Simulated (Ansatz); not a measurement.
Start from `BS[C]1=[CH][AlH]1` and change one atom or group to get `Cl[C]1=[CH][AlH]1`.

Ansatz, PBE0-D4/def2-TZVP geometries, multiplicity 1. Each molecule was computed in one conformer, which needn't be the lowest.

```csv
property,`BS[C]1=[CH][AlH]1`
size of the dipole moment (B3LYP/def2-TZVPP) / D,2.24
zero-point energy (PBE0-D4/def2-TZVP) / kJ/mol,131.6
HOMO energy (PBE0/def2-TZVPP) / eV,-6.81
LUMO energy (PBE/def2-TZVPP) / eV,-2.36
HOMO–LUMO gap (B3LYP/def2-TZVPP) / eV,4.98
HOMO energy (PBE/def2-TZVPP) / eV,-5.72
```

Give the same properties after the change, and the shifts. (An estimate is asked.)

The calculation gave: 
```csv
property,`Cl[C]1=[CH][AlH]1`,shift
size of the dipole moment (B3LYP/def2-TZVPP) / D,2.45,0.21
zero-point energy (PBE0-D4/def2-TZVP) / kJ/mol,73.2,-58.4
HOMO energy (PBE0/def2-TZVPP) / eV,-7.05,-0.24
LUMO energy (PBE/def2-TZVPP) / eV,-1.81,0.55
HOMO–LUMO gap (B3LYP/def2-TZVPP) / eV,5.58,0.60
HOMO energy (PBE/def2-TZVPP) / eV,-5.87,-0.15
```

With PBE0 the HOMO falls by 0.24 eV and the LUMO rises by 0.40 eV, so the gap widens by about 0.64 eV. PBE moves the HOMO by -0.15 eV and ωB97M-V by -0.27 eV. The zero-point energy changes by -58.4 kJ/mol with -9 modes. Dipoles are sizes alone; their direction can turn.

B3LYP here is the variant with VWN-RPA as its local correlation; programs differ in this.
